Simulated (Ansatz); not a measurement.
`O[SiH2]C#C[SiH3]` and `O[SiH2]C#[C][GeH2][OH]` differ in one atom or group.

Ansatz, PBE0-D4/def2-TZVP geometries, multiplicity 1. Each molecule was computed in one conformer, which needn't be the lowest.

Scalar relativity is left out up to krypton.

```json
{"property": "LUMO energy (ωB97M-V/def2-TZVPP) / eV", "`O[SiH2]C#C[SiH3]`": "0.90"}
{"property": "HOMO–LUMO gap (B3LYP/def2-TZVPP) / eV", "`O[SiH2]C#C[SiH3]`": "6.76"}
{"property": "HOMO energy (B3LYP/def2-TZVPP) / eV", "`O[SiH2]C#C[SiH3]`": "-7.96"}
{"property": "size of the dipole moment (B3LYP/def2-TZVPP) / D", "`O[SiH2]C#C[SiH3]`": "1.36"}
{"property": "LUMO energy (B3LYP/def2-TZVPP) / eV", "`O[SiH2]C#C[SiH3]`": "-1.20"}
{"property": "HOMO–LUMO gap (PBE0/def2-TZVPP) / eV", "`O[SiH2]C#C[SiH3]`": "7.17"}
```

Q: What does the change do to each property? (Estimate.)

A: Computed: 
```tsv
property	`O[SiH2]C#[C][GeH2][OH]`	shift
LUMO energy (ωB97M-V/def2-TZVPP) / eV	0.86	-0.04
HOMO–LUMO gap (B3LYP/def2-TZVPP) / eV	6.75	-0.01
HOMO energy (B3LYP/def2-TZVPP) / eV	-8.00	-0.04
size of the dipole moment (B3LYP/def2-TZVPP) / D	0.69	-0.67
LUMO energy (B3LYP/def2-TZVPP) / eV	-1.24	-0.04
HOMO–LUMO gap (PBE0/def2-TZVPP) / eV	7.18	0.01
```

Dipoles are sizes alone; their direction can turn.

B3LYP here is the variant with VWN-RPA as its local correlation; programs differ in this.
